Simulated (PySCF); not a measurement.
Rows and methods have been separated. Pair them.

Species: C4H5B.
SMILES with atom numbers: `[BH2:1]/[CH:2]=[CH:3]\[C:4]#[CH:5]` (hydrogens: H6, H7 on B1; H8 on C2; H9 on C3; H10 on C5)

Geometry (PBE0-D3(BJ)/def2-SVP, Å), atoms numbered from 1 in this order:
```
atom  x, y, z in Å
B1    -1.0980   -1.3140    0.5280
C2    -1.2059    0.2241    0.5557
C3    -0.1474    1.0639    0.4038
C4     1.2058    0.6869    0.1985
C5     2.3805    0.4340    0.0210
H6    -0.0252   -1.8436    0.3645
H7    -2.0841   -1.9990    0.6695
H8    -2.1747    0.7144    0.7040
H9    -0.3101    2.1501    0.4362
H10    3.4150    0.1905   -0.1355
```

The closed-shell ground state was solved 3 times with PySCF (density fitting, gas phase), always with PBE0, in these basis sets: 6-311+G(2d,p), 6-31G and STO-3G.

```
row  total energy (Eh)  HOMO (eV)  LUMO (eV)  dipole (D)
  P          -179.9803      -7.59      -2.62        1.32
  Q          -179.8928      -7.37      -2.26        1.49
  R          -177.7338      -5.72       0.02        1.29
```

Q: Which basis belongs to which row?

A: P = 6-311+G(2d,p), Q = 6-31G, R = STO-3G. From the lowest total energy up: 6-311+G(2d,p) (165 functions) 0 eV; 6-31G (55 functions) +2.38 eV; STO-3G (30 functions) +61.13 eV.
